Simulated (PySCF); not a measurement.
Species: W(NMe)2(OH)2, C2H8N2O2W (singlet state).
Structure used (PBE0-D3(BJ)/def2-SVP), in Å, numbered top down from 1:
```xyz
15
C2H8N2O2W angstrom
W     -1.0070   -0.1406   -0.4665
N     -0.7372    0.1294    1.2439
C     -0.0715    0.4162    2.4611
H     -0.3112    1.4356    2.8118
H     -0.3835   -0.2861    3.2540
H      1.0270    0.3443    2.3635
N      0.5234   -0.1802   -1.3189
C      1.9143   -0.1873   -1.5939
H      2.1158   -0.6062   -2.5956
H      2.3381    0.8323   -1.5661
H      2.4694   -0.7988   -0.8610
O     -2.0249    1.3438   -1.1226
H     -1.8001    1.7974   -1.9407
O     -1.8386   -1.8526   -0.6790
H     -2.2469   -2.3232    0.0539
```

Computed, not measured: PySCF, PBE0-D3(BJ)/def2-SVP geometry optimisation, gas phase, def2 core potentials past Kr.

Q: Which atoms are bound to W1, and at what distances?

A: 4 atoms: N7 1.752 Å, N2 1.752 Å, O14 1.915 Å, O12 1.916 Å. The nearest atom not counted as bound is H13, at 2.56 Å (others tie with it).

Q: List the angles at W1.

A: 
| angle | degrees | distance of the outer atoms (Å) |
| --- | --- | --- |
| O12–W1–O14 | 115.1 | 3.23 |
| N2–W1–N7 | 110.1 | 2.87 |
| N7–W1–O12 | 108.4 | 2.98 |
| N2–W1–O14 | 108.2 | 2.97 |
| N7–W1–O14 | 107.8 | 2.96 |
| N2–W1–O12 | 107.3 | 2.96 |

Q: What is the shape at W1?

A: Distorted tetrahedral: angles from 107.3° to 115.1°; τ4 = (360° − α − β)/141° = 0.96 with α and β the two widest (0 for a square, 1 for a tetrahedron).

Q: What are the other bond lengths?

A: N2–C3, N7–C8 1.417 Å; C3–H4 and 5 like bonds 1.104 Å; O12–H13, O14–H15 0.962 Å.

Q: Give some angles away from the centre.

A: W1–N2–C3 160.4°, W1–N7–C8 162.0°.

Q: What are the rotational constants (commonest isotopes, rigid rotor)?

A: A = 1706, B = 1578, C = 1192 MHz: an asymmetric top.

Charge 0, singlet. Whether it is a minimum is left open (no frequencies).

Time: 9.6 min; peak memory 0.61 GiB. Hardware: one thread of an Arm Neoverse N1 (shared host). These figures are those of the optimisation.
